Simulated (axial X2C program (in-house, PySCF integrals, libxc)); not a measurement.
## HPdH: the levels of the configuration d8 s0

Computed with an in-house all-electron X2C program for linear molecules (integrals from PySCF): two-component X2C with atomic mean-field Coulomb and Gaunt terms, basis H dyall-v3z, Pd dyall-v3z (cores contracted in-house). Orbitals come from Hartree–Fock averaged over the configuration Pd d8 s0; CI then distributes these electrons over the d, s shells of Pd.

H–Pd–H held linear, both bonds 1.730 Å (near the minimum of the configuration average).

Active spinors (ω > 0):

```tsv
shell	ω	ε (eV)	character
d	3/2	-14.01	100% Pd d
d	1/2	-13.57	98% Pd d
d	5/2	-13.53	100% Pd d
d	3/2	-13.29	98% Pd d
d	1/2	-10.72	63% Pd d, 24% Pd s, 12% H s
s	1/2	1.60	91% Pd s, 5% Pd d
```

Lowest levels of this model:

```csv
Ω,energy (cm⁻¹),g∥,configuration
3,0,7.98,100% d8
2,648,4.40,100% d8
1,1727,0.76,100% d8
0,2556,0.00,100% d8
2,3839,5.58,100% d8
1,4536,1.41,100% d8
0,4700,0.00,100% d8
0,6006,0.00,100% d8
4,7530,9.99,100% d8
1,9305,3.56,100% d8
3,9899,6.02,100% d8
0,10024,0.00,100% d8
2,11541,2.24,100% d8
1,11557,2.26,100% d8
2,15199,4.34,100% d8
0,18552,0.00,100% d8
0,18630,0.00,100% d8
0,23153,0.00,100% d8
```

g∥ is the magnitude of 2⟨Lz + ge Sz⟩ for the +Ω component.

Problem. From Ω and g∥ of the lowest level, whose 2⟨Lz + ge Sz⟩ is positive, find ⟨Sz⟩ and ⟨Lz⟩ (ge = 2.0023).

Solution. Ω = ⟨Lz⟩ + ⟨Sz⟩ = 3 and ⟨Lz⟩ + ge⟨Sz⟩ = 3.990, so ⟨Sz⟩ = 0.99 and ⟨Lz⟩ = 2.01.

Occupations of the active spinors in the lowest level by ω, shell by shell in order of energy: -5/2: 0.00; -3/2: 1.00 1.00; -1/2: 1.00 0.00 0.00; 1/2: 1.00 1.00 0.00; 3/2: 1.00 1.00; 5/2: 1.00. The leading determinant has weight 0.99 among 39.

This point took 0.94 s on 1 thread of Arm Neoverse N1, with other jobs on the host.

Dynamic correlation is missing, so gaps between terms are too wide and other configurations may lie lower; the lowest level listed is that of this model, not necessarily the ground state. For d shells the ligand-field splittings (σ, π, δ) and their order can be off by a thousand cm⁻¹ or more. At most 4 roots were kept for each Ω > 0 (twice that for Ω = 0) within 3.2 eV of the lowest, so higher up levels can be missing between those listed; levels with Ω > 0 are doubly degenerate and listed once, Ω = 0 levels singly. Some active spinors are only partly of the character that their shell is named for, so the shell names and counts are nominal. States that fill the shells left empty in the average are placed too high. The molecule was held linear; bending was not examined.
